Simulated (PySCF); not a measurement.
Atoms are numbered as in `[N:1]#[C:2][SiH2:3][P:4]([SiH3:5])[SiH3:6]`. Hydrogens are named by the atom that carries them.

- GFN2-xTB structure
- σ from GIAO-PBE0/pcSseg-1
- program: PySCF 2.14.0 with density-fitted response routines
- isolated molecule, single conformer, averaged over atoms made equivalent by symmetry, fast rotation or ring inversion, non-relativistic

Scale: TMS for ¹³C (186.93 ppm) and ¹H (31.72 ppm) and ²⁹Si (349.16 ppm); NH3 for ¹⁵N (267.73 ppm); ³¹P (318.38 ppm) vs H3PO4 (reference shieldings calculated alike).

| atoms | nucleus | count | δ (ppm) |
| --- | --- | --- | --- |
| Si3 | ²⁹Si | 1 | -71.8 |
| H(Si5)/H(Si6) | ¹H | 6 | 4.26 |
| H(Si3) | ¹H | 2 | ? |
| P4 | ³¹P | 1 | -357.8 |
| Si5/Si6 | ²⁹Si | 2 | ? |
| N1 | ¹⁵N | 1 | 368.4 |
| C2 | ¹³C | 1 | 120.8 |

Q: Complete the table.

A: 
- H(Si3): 4.70 ppm, hydrogen on a silicon bonded to C, P
- Si5/Si6: -79.5 ppm, silicon bonded to P, 3 H

Shifts are as computed. Against solution values, carbons near 30 ppm lie about +3 ppm off and those near 130 ppm about +5 ppm. Of 1211 compounds with measured shifts, 218 miss one by over three times the rms of a fit or turn the order of signals round; such compounds aren't used in these exercises. Experimental scales use liquid or dissolved standards, which lie at an offset from isolated NH3 (liquid NH3: subtract about 20 ppm) and H3PO4. Unscaled 15N shifts of sp2 nitrogen come out 20 to 40 ppm too high even then.
